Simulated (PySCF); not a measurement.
A structure optimised at PBE-D3(BJ)/def2-SVP, used in a PySCF frequency run:

```
Si
C 1 1.9000
H 2 1.1088 1 111.41
H 2 1.1088 3 107.96 1 122.63
H 2 1.1129 3 107.81 4 116.22
C 1 1.9000 2 110.22 3 -58.74
H 6 1.1088 1 111.41 2 58.74
H 6 1.1088 7 107.96 1 -122.63
H 6 1.1129 7 107.81 8 -116.22
C 1 1.9000 2 110.22 3 179.37
H 10 1.1088 1 111.41 2 -179.37
H 10 1.1088 11 107.96 1 -122.63
H 10 1.1129 11 107.81 12 -116.22
```
Charge 0, spin multiplicity 2.

### Question
Write its SMILES, formula and point group.

### Answer
C[Si](C)C, C3H9Si, C3v

### Question
What are its rotational constants (standard atomic weights)?

### Answer
5.3772, 5.3772, 3.0627 GHz
